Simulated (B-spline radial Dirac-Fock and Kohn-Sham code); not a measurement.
**Energy-loss ionisation edge L1 (2s) of In**

System: neutral indium, [Kr] 4d10 5s2 5p1. Method: the first Born approximation with generalised oscillator strengths from a Dirac-Hartree-Slater potential (longitudinal and transverse terms; continuum final states only, so no white lines or fine structure). Computed with a B-spline atomic structure program. The edge is taken at 4238.0 eV (tabulated value).

Partial cross sections σ(β, Δ) in barn, integrated over a window Δ above the edge and up to the collection semi-angle β, for parallel illumination:

| E₀ (kV) | β (mrad) | Δ = 25 eV | Δ = 50 eV | Δ = 100 eV | Δ = 200 eV | Δ = 300 eV |
| --- | --- | --- | --- | --- | --- | --- |
| 60 | 10 | ? | ? | ? | ? | ? |
| 60 | 20 | 0.505 | 0.994 | 1.94 | 3.70 | 5.29 |
| 60 | 50 | 2.10 | 4.16 | 8.17 | 15.7 | 22.5 |
| 80 | 5 | 0.0484 | 0.0950 | 0.185 | 0.352 | 0.502 |
| 80 | 100 | 4.30 | 8.61 | 17.1 | 33.0 | 47.8 |
| 100 | 10 | 0.235 | 0.460 | 0.898 | 1.71 | 2.44 |
| 100 | 50 | 2.45 | 4.85 | 9.54 | 18.4 | 26.5 |
| 120 | 5 | 0.0757 | 0.149 | 0.289 | 0.550 | 0.786 |
| 120 | 10 | 0.282 | 0.554 | 1.08 | 2.06 | 2.94 |
| 120 | 20 | 0.887 | 1.75 | 3.41 | 6.53 | 9.37 |
| 200 | 5 | 0.136 | 0.267 | 0.519 | 0.988 | 1.41 |
| 200 | 20 | 1.21 | 2.38 | 4.66 | 8.94 | 12.9 |
| 300 | 10 | 0.695 | 1.36 | 2.67 | 5.11 | 7.34 |
| 300 | 20 | 1.46 | 2.88 | 5.66 | 10.9 | 15.7 |

Question: Give the row for 60 kV and 10 mrad.

Answer: 0.137 b for 25 eV, 0.270 b for 50 eV, 0.527 b for 100 eV, 1.00 b for 200 eV, 1.43 b for 300 eV.
